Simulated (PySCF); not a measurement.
B3LYP has the VWN-RPA correlation part, as in Gaussian. 

[Zn(OH)2] (charge 0, multiplicity 1)

Calculation: PySCF with B3LYP-D3(BJ)/def2-TZVP // PBE-D3(BJ)/def2-SVP.

| Quantity | Value |
|---|---|
| HOMO | -8.16 eV |
| dipole moment | 1.99 D |
| HOMO–LUMO gap | 6.63 eV |
| LUMO | -1.53 eV |
| charge on the central atom (Mulliken) | 0.62 e |
| charge on the central atom (meta-Löwdin) | 1.28 e |
| total energy | -52550.75 eV |
| cost | roughly 23 core-seconds |

```xyz
5

Zn    -0.0059    -0.0790    -0.0815
O      1.5965    -0.6218     0.4730
H      2.2046    -0.7466    -0.2794
O     -1.5975     0.6085    -0.4866
H     -2.2676    -0.0930    -0.5878
```
Charge 0, spin multiplicity 1.
